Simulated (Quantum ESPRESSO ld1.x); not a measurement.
Values are calculated unless marked as measured or tabulated.
The platinum ion Pt4+, configuration [Xe] 4f14 5d4 6p2 (not the ground configuration). Level of theory: scalar-relativistic Kohn-Sham, PBE, spin-unpolarised, spherical densities, point nucleus (ld1.x of Quantum ESPRESSO 7.5). Some entries of the table are withheld. Estimate them.

orbital  occ.  eigenvalue (hartree)  <r> (bohr)  <r^2> (bohr^2)
1s          2              -2884.94     0.01714       0.0004059
2s          2              -508.753     0.07234        0.006199
2p          6              -441.156     0.06523        0.005202
3s          2              -121.298      0.1871         0.04002
3p          6              -101.617      0.1882         0.04105
3d         10              -80.2988      0.1704         0.03401
4s          2              -27.9010      0.4150             (1)
4p          6              -21.4475      0.4418          0.2219
4d         10              -13.6157      0.4680          0.2532
5s          2              -6.01994      0.9392          0.9869
4f         14              -4.90971      0.5138          0.3205
5p          6              -4.28288         (2)           1.284
5d          4              -2.25517         (3)           2.141
6p          2              -1.35467       2.502           6.962

Answer. 
(1) 4s <r^2> (bohr^2): 0.1943
(2) 5p <r> (bohr): 1.069
(3) 5d <r> (bohr): 1.370
